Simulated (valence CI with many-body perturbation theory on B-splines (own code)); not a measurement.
# Energy levels of Pt47+

Computed by relativistic CI+MBPT: three valence electrons over a frozen Dirac-Fock core [Ar] 3d10, radial functions for each j: 11 s, 11 p, 10 d, 8 f, 5 g, 2 h, with the one-electron correlation potential Σ1 (screened to all orders), the two-electron term Σ2, the three-electron term Σ3, Breit, model QED; selected single and double excitations, second order for the rest, scaled by the run's own slope (own B-spline code, finite nucleus).

No measured spectrum was set against this ion. As an estimate, large intervals hold to a few tenths of a per cent, small ones and those within an open d or f shell to about a per cent.

Levels 1 to 45 of 180, with energies above the lowest level, (4s^2 4p1/2) J=1/2. "Leading %" is the weight of the configuration and term that name the level; weights of strongly mixed levels are sums over their largest components and can fall short. In the jj column 3d3/2^4 stands for four electrons in 3d with j = 3/2. Lifetimes count E1, E2, E3, M1 and M2 decay at the calculated energies, and are blank where another channel may lead or the interval is too uncertain; long ones can be off by a factor of two.

```csv
No.,Configuration,Term,J,E (Ry),Leading %,Second component,Lifetime,Leading jj
1,4s2 4p,2P°,1/2,0.000,100,,,4s^2 4p1/2 (100 %)
2,4s 4p2,4P,1/2,7.881,55,29 % 4s 4p2 2S,26.9 ps,4s 4p1/2^2 (98 %)
3,4s2 4p,2P°,3/2,9.562,99,,80.3 ns,4s^2 4p3/2 (99 %)
4,4s 4p2,4P,3/2,16.373,90,7 % 4s 4p2 2D,129 ps,4s 4p1/2 4p3/2 (99 %)
5,4s 4p2,2D,5/2,17.047,60,40 % 4s 4p2 4P,59.8 ps,4s 4p1/2 4p3/2 (98 %)
6,4s 4p2,2D,3/2,17.989,62,32 % 4s 4p2 2P,1.74 ps,4s 4p1/2 4p3/2 (95 %)
7,4s 4p2,2P,1/2,18.167,70,28 % 4s 4p2 4P,942 fs,4s 4p1/2 4p3/2 (98 %)
8,4s2 4d,2D,3/2,22.455,94,,582 fs,4s^2 4d3/2 (94 %)
9,4s2 4d,2D,5/2,24.244,90,8 % 4s 4p2 4P,3.40 ps,4s^2 4d5/2 (90 %)
10,4p3,2P°,3/2,25.866,46,27 % 4p3 2D°,2.05 ps,4p1/2^2 4p3/2 (94 %)
11,4s 4p2,4P,5/2,26.531,52,39 % 4s 4p2 2D,2.13 ps,4s 4p3/2^2 (90 %)
12,4s 4p2,2S,1/2,27.721,68,16 % 4s 4p2 4P,1.36 ps,4s 4p3/2^2 (99 %)
13,4s 4p2,2P,3/2,27.995,62,29 % 4s 4p2 2D,650 fs,4s 4p3/2^2 (98 %)
14,4s 4p 4d,4F°,3/2,28.657,79,16 % 4s 4p 4d 2D°,13.8 ps,4s 4p1/2 4d3/2 (98 %)
15,4s 4p 4d,4F°,5/2,29.243,47,26 % 4s 4p 4d 2F°,22.8 ps,4s 4p1/2 4d3/2 (96 %)
16,4s 4p 4d,4D°,1/2,30.277,59,34 % 4s 4p 4d 2P°,565 fs,4s 4p1/2 4d3/2 (98 %)
17,4s 4p 4d,4D°,3/2,30.389,36,22 % 4s 4p 4d 4P°,542 fs,4s 4p1/2 4d3/2 (91 %)
18,4s 4p 4d,4P°,5/2,31.318,39,29 % 4s 4p 4d 4D°,2.43 ps,4s 4p1/2 4d5/2 (98 %)
19,4s 4p 4d,4F°,7/2,31.756,46,31 % 4s 4p 4d 2F°,3.24 ps,4s 4p1/2 4d5/2 (97 %)
20,4s 4p 4d,2F°,5/2,32.211,48,19 % 4s 4p 4d 2D°,2.92 ps,4s 4p1/2 4d5/2 (94 %)
21,4s 4p 4d,2D°,3/2,32.306,41,33 % 4s 4p 4d 2P°,1.81 ps,4s 4p1/2 4d5/2 (84 %)
22,4p3,4S°,3/2,35.312,46,44 % 4p3 2D°,654 fs,4p1/2 4p3/2^2 (90 %)
23,4p3,2D°,5/2,35.348,88,10 % 4s 4p 4d 2F°,1.02 ps,4p1/2 4p3/2^2 (88 %)
24,4p3,2P°,1/2,35.871,94,5 % 4s 4p 4d 2P°,959 fs,4p1/2 4p3/2^2 (94 %)
25,4s2 4f,2F°,5/2,37.566,89,6 % 4s 4p 4d 2F°,3.73 ps,4s^2 4f5/2 (89 %)
26,4p2 4d,2D,3/2,37.872,39,36 % 4p2 4d 4F,6.06 ps,4p1/2^2 4d3/2 (99 %)
27,4s2 4f,2F°,7/2,38.166,84,10 % 4s 4p 4d 4F°,3.55 ps,4s^2 4f7/2 (84 %)
28,4s 4p 4d,4D°,3/2,38.888,43,38 % 4s 4p 4d 4P°,730 fs,4s 4p3/2 4d3/2 (99 %)
29,4s 4p 4d,4P°,1/2,38.893,86,13 % 4s 4p 4d 4D°,800 fs,4s 4p3/2 4d3/2 (99 %)
30,4s 4p 4d,4D°,5/2,38.902,51,19 % 4s 4p 4d 4F°,654 fs,4s 4p3/2 4d3/2 (93 %)
31,4s 4p 4d,4D°,7/2,39.274,34,32 % 4s 4p 4d 4F°,862 fs,4s 4p3/2 4d3/2 (74 %)
32,4s 4p 4d,2D°,3/2,40.034,64,22 % 4s 4p 4d 4P°,510 fs,4s 4p3/2 4d3/2 (81 %)
33,4s 4p 4d,4F°,9/2,40.061,100,,103 ns,4s 4p3/2 4d5/2 (100 %)
34,4p2 4d,2D,5/2,40.361,31,21 % 4p2 4d 4D,2.56 ps,4p1/2^2 4d5/2 (96 %)
35,4s 4p 4d,2P°,1/2,40.678,73,22 % 4s 4p 4d 4D°,404 fs,4s 4p3/2 4d3/2 (93 %)
36,4s 4p 4d,2F°,5/2,40.886,60,19 % 4s 4p 4d 2D°,363 fs,4s 4p3/2 4d3/2 (87 %)
37,4s 4p 4d,2D°,5/2,40.975,46,39 % 4s 4p 4d 4P°,1.85 ps,4s 4p3/2 4d5/2 (98 %)
38,4s 4p 4d,2P°,3/2,41.378,42,35 % 4s 4p 4d 2D°,1.55 ps,4s 4p3/2 4d5/2 (75 %)
39,4s 4p 4d,2F°,7/2,41.495,75,18 % 4s 4p 4d 4D°,1.57 ps,4s 4p3/2 4d5/2 (89 %)
40,4s 4p 4d,2F°,7/2,42.230,64,24 % 4s 4p 4d 4D°,710 fs,4s 4p3/2 4d5/2 (92 %)
41,4s 4p 4d,2P°,1/2,42.435,87,6 % 4s 4p 4d 4D°,1.40 ps,4s 4p3/2 4d5/2 (93 %)
42,4s 4p 4d,2P°,3/2,42.735,77,7 % 4s 4p 4d 2D°,728 fs,4s 4p3/2 4d5/2 (98 %)
43,4s 4p 4d,2D°,5/2,43.023,60,30 % 4s 4p 4d 2F°,587 fs,4s 4p3/2 4d5/2 (93 %)
44,4s 4p 4f,4G,5/2,44.637,58,15 % 4s 4p 4f 4F,3.15 ps,4s 4p1/2 4f5/2 (96 %)
45,4s 4p 4f,4G,7/2,44.991,33,32 % 4s 4p 4f 2G,5.87 ps,4s 4p1/2 4f5/2 (88 %)
```

Where two levels of one J and parity lie close, their mixing, g and order are uncertain.

The ionisation energy to 4s2 1S_0 of the next ion comes out as 2604.1 eV (NIST: 2603 ± 4 eV (theoretical)). All 180 levels together are meant to be complete up to 70.237 Ry.
